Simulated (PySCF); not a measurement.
Electron correlation in W²⁺ (tungsten, charge +2)

[Xe] 4f14 5d3 6p1, one real determinant (an excited configuration). Computed with PySCF 2.14 in x2c-TZVPPall (11s7p7d3f1g, 97 functions), with the spin-free X2C one-electron Hamiltonian (Gaussian nucleus). Frozen: [Xe] 4f14; 4 electrons correlated.

```
  level  correlation energy (mhartree)
   CCSD                         -30.19
    (T)                          -1.41
CCSD(T)                         -31.60
```

Diagnostics: T1 = 0.0073, D1 = 0.0185, largest double amplitude 0.131.

Task: Is a single reference adequate?

Result: Mostly. T1 lies below 0.03, but a double amplitude of this size points to a near-degeneracy that CCSD handles and MP2 describes poorly.

The reference is one real determinant that mixes LS terms of this configuration.
